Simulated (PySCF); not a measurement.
**A small calculation by hand: dipole moment from atomic charges**

GaH₂Cl, SMILES [GaH2][Cl]. Atoms are numbered in the order given.

```xyz
4

Ga     0.0000     0.0000    -0.7101
H      0.0000    -1.4105    -1.3691
H      0.0000     1.4105    -1.3691
Cl     0.0000     0.0000     1.4560
```
Charge 0, spin multiplicity 1.

The structure is a stationary point at B3LYP-D3(BJ)/def2-TZVP.

Charges (e) from HF/def2-TZVPD run with PySCF:

```
atom  ESP fit     IAO
----  -------  ------
Ga1     0.812   0.771
H2     -0.221  -0.187
H3     -0.221  -0.187
Cl4    -0.369  -0.397
```

The dipole moment of the full density is 2.29 D.

Question: What dipole moment does each set of point charges give, and which comes closer to that of the density?

Answer: 
μ = Σ q r, and 1 e Å = 4.8032 D.
ESP fit: Σ q r = (0.000, 0.000, -0.509) e Å, |μ| = 2.44 D.
IAO: Σ q r = (0.000, 0.000, -0.613) e Å, |μ| = 2.95 D.
ESP fit comes closer in size. Point charges leave out the atoms' own dipoles (lone pairs, polarised bonds); fits to the potential absorb them, partitions of the density don't.
